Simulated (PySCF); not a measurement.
C4H9FSi, SMILES C/C=C(\F)[SiH2]C.

The structure is a stationary point at ωB97X-D3(BJ)/def2-SVP. The structure was generated by enumeration; whether it is a known compound was not checked. The values are those of a single conformer.

Two levels are set side by side: TDA-PBE/def2-SVPD (PySCF) and TDA-B3LYP/def2-SVPD (PySCF). Vertical, same geometry. The lowest singlet is HOMO→LUMO+1 90 % with PBE and HOMO→LUMO+1 88 % with the other functional; states are paired by order. Differences are taken from unrounded values.

```
quantity                               TDA-B3LYP
-------------------------------------  ---------
lowest singlet excitation (eV)              6.32
lowest triplet excitation (TDA) (eV)        4.21
first bright state (f over 0.05) (eV)       6.70
its oscillator strength                     0.22
```

Q: What does TDA-PBE give, and how far is it from TDA-B3LYP? (The exact figures need the calculation; the answer reports its results.)

A: 
```
quantity                               TDA-PBE  TDA-PBE minus TDA-B3LYP
-------------------------------------  -------  -----------------------
lowest singlet excitation (eV)            5.87                    -0.45
lowest triplet excitation (TDA) (eV)      4.20                    -0.01
first bright state (f over 0.05) (eV)     6.20                    -0.50
its oscillator strength                   0.08                    -0.13
```

A lower first singlet is the usual sign of a functional without exact exchange. Differences between two approximate levels are no errors against the true value.

Rough cost on one machine, each run with all the roots and properties that it gave: TDA-B3LYP against TDA-PBE about 2 times.
